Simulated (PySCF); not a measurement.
**Fluorine: a sound run and one with changed settings**

Sound run: F⁺ [He] 2s2 2p4, F²⁺ [He] 2s2 2p3. Computed with PySCF 2.14 in x2c-SVPall (3s2p1d, 14 functions), with scalar relativity by spin-free X2C-1e. In the sound run the correlated levels freeze 1s2. The sound run starts from symmetry-adapted Hartree-Fock orbitals and uses a fine grid where one is needed.

Changed run: a valence shell is frozen. This setting is unsound on purpose.

```tsv
species	method	sound run (hartree)	changed run (hartree)	converged
F⁺	MP2	-98.88582	-98.83654	yes
F⁺	CCSD(T)	-98.90097	-98.84302	yes
F²⁺	MP2	-97.62357	-97.57345	yes
F²⁺	CCSD(T)	-97.63806	-97.57592	yes
```

Ionisation energy of F⁺:

| method | sound run (eV) | changed run (eV) |
| --- | --- | --- |
| UHF | 33.515 | 33.515 |
| MP2 | 34.347 | 34.370 |
| SCS-MP2 | 34.342 | 34.471 |
| CCSD | 34.354 | 34.474 |
| CCSD(T) | 34.366 | 34.479 |

Freezing a valence shell removes pair correlation that changes on ionisation.

For comparison, NIST gives 34.971 eV between the lowest levels.
